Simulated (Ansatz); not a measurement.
Cost and result for the atomization energy of `[SiH3]C[BH][AlH][SiH3]` (15 atoms, 14 bonds).

Z-matrix (Å, degrees):
```
Si
C 1 1.911
H 1 1.489 2 111.1
H 1 1.485 2 109.7 3 119.5
H 1 1.485 2 109.4 3 -119.3
B 2 1.533 1 94.6 3 26.6
H 2 1.092 1 103.9 3 147.4
H 2 1.092 1 108.1 3 -94.5
Al 6 2.126 2 126.0 1 78.7
H 6 1.205 2 116.4 1 -93.7
Si 9 2.466 6 122.5 2 -75.6
H 9 1.597 6 120.7 2 104.4
H 11 1.495 9 109.3 6 98.5
H 11 1.492 9 113.4 6 -142.6
H 11 1.492 9 113.1 6 -20.0
```

The species carries charge 0 and has multiplicity 1. The structure was optimised at the PBE0-D4/def2-TZVP level. It is one conformer, not always the lowest. Program: Ansatz. All runs use 4 threads of an Intel Xeon Platinum 8488C on a shared host. Times are those of one run each, without the atoms' runs, and a repeat can differ threefold. Electronic energies, without spin–orbit coupling; frozen cores. CCSD(T)/CBS adds CCSD(T) − MP2 in def2-TZVPP to the MP2 limit, and its time is that of the two runs behind it. T1 = 0.013.

CCSD(T)/CBS is a level of theory with its own doubt, some kJ/mol a heavy atom from the limit and from the frozen cores, so smaller differences don't rank the functionals.

| level | functions | wall time | atomization (kJ/mol) | difference from CCSD(T)/CBS | per bond |
| --- | --- | --- | --- | --- | --- |
| LDA (SPW92)/def2-TZVPP | 328 | 1.4 s | 5137.8 | 499.3 | 35.7 |
| revPBE-D4/def2-TZVPP | 328 | 1.8 s | 4563.8 | -74.7 | -5.3 |
| BLYP-D4/def2-TZVPP | 328 | 1.9 s | 4587.0 | -51.5 | -3.7 |
| PBE0-D4/def2-TZVPP | 328 | 2.8 s | 4622.5 | -16.0 | -1.1 |
| r2SCAN-D4/def2-TZVPP (with forces) | 328 | 3.5 s | 4662.5 | 24.0 | 1.7 |
| CAM-B3LYP-D4/def2-TZVPP | 328 | 3.5 s | 4658.6 | 20.1 | 1.4 |
| CCSD(T)/def2-SVP | 132 | 3.9 s | 4393.4 | -245.1 | -17.5 |
| r2SCANh-D4/def2-TZVPP | 328 | 4.1 s | 4650.8 | 12.3 | 0.9 |
| B2PLYP/def2-TZVPP | 328 | 5.5 s | 4575.5 | -63.0 | -4.5 |
| PBE-QIDH/def2-TZVPP | 328 | 5.5 s | 4605.9 | -32.6 | -2.3 |
| MP2/def2-QZVPP | 624 | 28 s | 4576.6 | -61.9 | -4.4 |
| CCSD(T)/def2-TZVPP | 328 | 6.3 min | 4535.0 | -103.5 | -7.4 |
| CCSD(T)/CBS(def2) | – | 6.7 min | 4638.5 | 0.0 | 0.0 |

From BLYP to BHLYP (50 % exact exchange), in def2-TZVPP and without D4, the atomization energy moves by +40.7 kJ/mol. The D4 term adds +56.4 kJ/mol with B3LYP and +30.3 kJ/mol with PBE0; it sums over pairs of atoms, weighted by their polarisabilities, and B3LYP, whose exchange is more repulsive, gets the larger term. In def2-TZVPP, CCSD(T) changes the Hartree–Fock value by +953.6 kJ/mol (the triples alone add +43.6 kJ/mol) and MP2 by +933.8 kJ/mol; breaking electron pairs costs correlation energy, which Hartree–Fock lacks.

B3LYP here is the variant with VWN-RPA as its local correlation; programs differ in this.
